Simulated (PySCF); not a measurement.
CH5FO2Si2, SMILES F[Si@H]1OC[SiH2]O1. Geometry: PBE-D3(BJ)/def2-SVP. The structure was generated by enumeration; whether it is a known compound was not checked. Other conformers were not sampled.

The numbers are results of PySCF 2.14.0 with PBE-D3(BJ)/def2-SVP, not measurements.

Harmonic wavenumbers (cm⁻¹): 85, 89, 252, 330, 415, 462, 491, 635, 668, 675, 722, 771, 810, 831, 871, 911, 938, 962, 1048, 1186, 1233, 1410, 2175, 2184, 2284, 2961, 3019. Rotational constants (GHz): 4.165, 1.957, 1.564; symmetry number 1.

Q: Work out the zero-point energy and the ideal-gas rigid-rotor harmonic-oscillator thermochemistry at 298.15 K and 1 atm.

A: ZPE = ½ Σ hcν = ½ × 28415 cm⁻¹ = 40.62 kcal/mol. H − E(el) = 45.61 kcal/mol. Entropy in cal/(mol K): translation 40.36, rotation 27.62, vibration 15.46, total 83.45. G − E(el) = 20.73 kcal/mol. Cp = 27.48 cal/(mol K). Modes under 150 cm⁻¹ make the vibrational entropy uncertain.
